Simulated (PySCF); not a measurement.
Species: C5H8Si.
SMILES: `C(=C)[Si@@H]1CC=C1`

Torsions of this conformer, `[CH2:1]=[CH:2][Si@H:3]1[CH:4]=[CH:5][CH2:6]1`: C1–C2–Si3–C4 134°.

The closed-shell ground state was solved at several levels (PySCF, density fitting, gas phase, non-relativistic). Isolated species at its PBE0-D3(BJ)/def2-SVP geometry (one conformer only).

| level | basis functions | total energy (Eh) | HOMO (eV) | LUMO (eV) | gap (eV) | dipole (D) |
| --- | --- | --- | --- | --- | --- | --- |
| CAM-B3LYP/pcSseg-1 | 149 | -484.6310 | -8.81 | 0.58 | 9.39 | 0.54 |
| BHandHLYP/pcSseg-1 | 149 | -484.6108 | -8.44 | 0.52 | 8.96 | 0.56 |
| PBE0/aug-cc-pVDZ | 214 | -484.4304 | -7.50 | -0.65 | 6.85 | 0.51 |
| wB97X-D/pcSseg-1 | 149 | -484.6693 | -9.37 | 1.20 | 10.57 | 0.55 |
| B97-2/pcSseg-1 | 149 | -484.6842 | -7.28 | -0.64 | 6.64 | 0.55 |
| PBE0/cc-pVTZ | 296 | -484.4903 | -7.49 | -0.57 | 6.92 | 0.54 |
| LC-wPBE/pcSseg-1 | 149 | -484.5133 | -10.22 | 1.69 | 11.91 | 0.55 |
| PBE0/pcSseg-0 | 74 | -483.6370 | -7.65 | -0.46 | 7.19 | 0.55 |
| PBE/pcSseg-1 | 149 | -484.3284 | -6.44 | -1.58 | 4.86 | 0.55 |
| PBE0/cc-pVDZ | 128 | -484.4188 | -7.40 | -0.38 | 7.02 | 0.54 |
| HF/pcSseg-1 | 149 | -482.8186 | -9.81 | 3.17 | 12.98 | 0.60 |

(1) Estimate the row for PBE0/6-31G*, a basis of 104 functions; the other rows only guide the guess.

(2) Over all these levels, which gives the widest orbital gap and which the narrowest?

(3) How much does the basis alone move the frontier levels among the 5 PBE0 rows (the withheld one included)?

(4) In the pcSseg-1 basis, how does the gap go with the fixed share of exact exchange?

(5) How far do the dipole and the HOMO energy spread over the levels?

Results:

(1) Total energy -484.3894 Eh, HOMO -7.28 eV, LUMO -0.23 eV, gap 7.05 eV, dipole 0.59 D.

(2) HF/pcSseg-1 (Hartree–Fock, all exact exchange) has the widest, 12.98 eV, and PBE/pcSseg-1 (GGA) the narrowest, 4.86 eV. The two share the basis. From the narrowest to the widest the HOMO moves by -3.37 eV and the LUMO by +4.75 eV.

(3) The HOMO by 0.37 eV and the LUMO by 0.42 eV. By rising basis size (HOMO, LUMO in eV): pcSseg-0 -7.65, -0.46; 6-31G* -7.28, -0.23; cc-pVDZ -7.40, -0.38; aug-cc-pVDZ -7.50, -0.65; cc-pVTZ -7.49, -0.57.

(4) PBE (0 %) 4.86 eV; B97-2 (21 %) 6.64 eV; BHandHLYP (50 %) 8.96 eV; HF (100 %) 12.98 eV. Each rise in the share widens the gap here.

(5) The dipole runs from 0.51 to 0.60 D (mean 0.55 D) and the HOMO from -10.22 to -6.44 eV.

wB97X-D is run here without its empirical dispersion term; that term would change no orbital, density or response property at a fixed geometry.
